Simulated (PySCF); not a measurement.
## Computed spin Hamiltonian

Compound: C7H9FN (doublet state).
Z-matrix (Å and degrees, GFN2-xTB geometry), rows numbered from 1:
```
C 
C   1  1.4992
C   2  1.4088  1  119.02
F   3  1.3588  2  119.00  1    -0.05
C   3  1.3961  2  122.85  1  -179.68
C   5  1.3655  3  120.33  2    -0.11
N   6  1.3780  5  122.20  3  -176.15
C   6  1.4981  5  121.53  3    -0.02
C   2  1.3573  1  122.59  3  -179.81
H   1  1.0890  2  110.13  3   -57.22
H   1  1.0895  2  110.14  3    61.25
H   1  1.0865  2  110.80  3  -178.07
H   5  1.0797  3  118.87  2  -179.94
H   7  1.0074  6  116.82  5  -158.55
H   7  1.0074  6  116.48  5   -17.44
H   8  1.1035  6  109.45  5   122.81
H   8  1.1019  6  109.13  5  -122.49
H   9  1.0792  2  120.25  1    -0.25
```

The hyperfine couplings belong to this conformer and change with its torsions.

Identity: `CC1=C(F)C=C(N)C[CH]1` [radical].

Computed, not measured: PySCF 2.14.0, UKS B3LYP, pcH-1 on C F H N, non-relativistic, mean-field spin-orbit, GIAO. Isolated species at its GFN2-xTB geometry, gas phase. Couplings are sensitive to structure, and on GFN2-xTB geometries they can be far from those on DFT ones. Stability of the SCF solution: not tested. ⟨S²⟩ is 0.779 where a pure state has 0.75.

```json
{
 "g1, g2, g3": "2.00209, 2.00349, 2.00402",
 "g_iso": "2.00320",
 "Form of g": "rhombic: the two nearest values differ by 28 % of g3 − g1",
 "⟨S²⟩": "0.7787 (exact 0.7500)",
 "α and β electrons": "34, 33",
 "Total energy": "-426.74054 Eh",
 "Basis functions": "315"
}
```

Hyperfine couplings atom by atom, in mT; T1 to T3 are the principal values of the dipolar part (MHz turned into mT with g_iso):

| atom | isotope | a_iso | T1 | T2 | T3 | Mulliken spin population |
| --- | --- | --- | --- | --- | --- | --- |
| C1 | 13C | 0.15 | -0.03 | -0.01 | 0.03 | 0.01 |
| C2 | 13C | -1.28 | -0.73 | 0.32 | 0.41 | -0.18 |
| C3 | 13C | 1.92 | -1.63 | -1.61 | 3.23 | 0.48 |
| F4 | 19F | 2.75 | -5.01 | -4.05 | 9.06 | 0.03 |
| C5 | 13C | -1.19 | -0.65 | 0.28 | 0.37 | -0.16 |
| C6 | 13C | 1.03 | -1.03 | -0.98 | 2.01 | 0.32 |
| N7 | 14N | 0.27 | -0.16 | -0.15 | 0.30 | 0.07 |
| C8 | 13C | -1.12 | -0.02 | -0.01 | 0.03 | -0.07 |
| C9 | 13C | 1.29 | -1.20 | -1.12 | 2.33 | 0.43 |
| H10 | 1H | -0.43 | -0.06 | -0.04 | 0.10 | -0.01 |
| H11 | 1H | -0.46 | -0.06 | -0.03 | 0.10 | -0.01 |
| H12 | 1H | -0.06 | -0.05 | -0.04 | 0.09 | 0.00 |
| H13 | 1H | 0.26 | -0.14 | 0.00 | 0.14 | 0.01 |
| H14 | 1H | 0.19 | -0.15 | -0.08 | 0.23 | 0.00 |
| H15 | 1H | -0.02 | -0.18 | -0.09 | 0.27 | 0.00 |
| H16 | 1H | 4.41 | -0.12 | 0.01 | 0.10 | 0.05 |
| H17 | 1H | 4.51 | -0.11 | 0.01 | 0.10 | 0.06 |
| H18 | 1H | -0.99 | -0.57 | -0.02 | 0.60 | -0.02 |

The largest Mulliken spin populations are on C3 (+0.48), C9 (+0.43), C6 (+0.32) and C2 (-0.18). Three atoms exceed +0.15.

The SMILES `CC1=C(F)C=C(N)C[CH]1` draws the unpaired electron on C9, whose computed spin population is only +0.43.

Axes: g3 points within 8° of the C2–C3 bond.

Under fast tumbling the dipolar parts average out, and these isotropic splittings remain (the largest six): 2 × 1H (H16/H17, I = 1/2, 3 lines) with 4.46 mT, 1 × 19F (F4, I = 1/2, 2 lines) with 2.75 mT, 1 × 1H (H18, I = 1/2, 2 lines) with 0.99 mT, 3 × 1H (H10/H11/H12, I = 1/2, 4 lines) with 0.32 mT, 1 × 14N (N7, I = 1, 3 lines) with 0.27 mT and 1 × 1H (H13, I = 1/2, 2 lines) with 0.26 mT.

Nuclei that the bonding pattern makes equivalent are averaged, as if the motion that swaps them (rotation, inversion, ring flip) were fast. The three 1H nuclei of mean -8.9 MHz run from -12.9 to -1.7 MHz in the frozen geometry. The 1H value of +2.3 MHz is a mean of couplings from -0.6 to 5.3 MHz in this one geometry, not an average over conformers.

The 13C coupling of C3 (53.8 MHz) shows only in satellite lines or after enrichment, since that isotope makes up about 1.07 % of natural carbon.

Examples of negative spin density at the nucleus (bohr⁻³): C2 (-0.0320), C5 (-0.0297) and C8 (-0.0278).
